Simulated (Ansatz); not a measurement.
An input meant for the cluster InAs2⁻ (charge -1, singlet).

```yaml
crystal:
  periodic: [false, false, false]
  atoms:
    - {symbol: In, position_ang: [-1.088308, -0.963864, 0.821285]}
    - {symbol: As, position_ang: [-0.181100, 1.352837, -0.349595]}
    - {symbol: As, position_ang: [1.269407, -0.388983, -0.471690]}
basis:
  gaussian: {orbitals: def2-mTZVP}
total_charge: -3
magnetization: {spin_polarized: true, initial_magnetization: 0}
hamiltonian: {xc: {name: PBE}, dispersion: d3bj}
accuracy: high
scf: {omitted_lower_state_checks: [starts]}
output: {forces: true}
```

```sh
$ ansatz run in.yaml --threads 4 --pin off --events-out ev --progress --plain --max-ram 3916MiB
```

Output, abridged:

```
Functional definition: PBE
1952 factors; integrals over basis functions are off by at most 4.5e-9 eV
mean field evaluation 1: about -126761.4824 eV, gradient 8.2e1 eV
mean field evaluation 2: about -126651.3989 eV, gradient 1.7e2 eV
mean field evaluation 4: about -126827.3285 eV, gradient 1.4e1 eV
mean field evaluation 8: about -126828.8088 eV, gradient 6.8e0 eV
mean field evaluation 16: about -126829.4852 eV, gradient 8.7e-1 eV
mean field evaluation 32: about -126829.8662 eV, gradient 6.3e-5 eV
mean field -126829.86618744 eV, -4660.9116140174 hartree, gradient 1.6e-8 eV, S^2 1.031823; 0 other end points of the search recorded, 0 dependent functions left out
reference -126829.86619014 eV, -4660.9116141166 hartree; 45, 45 occupied and 63, 63 virtual orbitals, 1952 factors
Total energy: -126829.97879619 eV, -4660.9157523128 hartree
Atom 0 at    -1.088308    -0.963864     0.821285 Å, force    -0.903659    -0.800327     0.681941 eV/Å
Atom 1 at    -0.181100     1.352837    -0.349595 Å, force    -0.723723     1.811808    -0.242020 eV/Å
Atom 2 at     1.269407    -0.388983    -0.471690 Å, force     1.627382    -1.011482    -0.439921 eV/Å
Dipole moment:     1.097988     0.972434    -0.828590 e Å
Checks for a lower state left out: starts
```

In this input the charge is far from what the species holds (-3 typed, -1 meant). Self-consistency was reached. The result belongs to that input, not to the species as meant.

In the def2 sets In takes a core potential; there is no spin–orbit coupling. A multiply charged anion in the gas phase is held together partly by the finite basis. The highest occupied level of an anion often lies above zero with these methods, and sets without diffuse functions describe the outer electron poorly. The unrestricted singlet has broken spin symmetry (⟨S²⟩ up to 1.03).
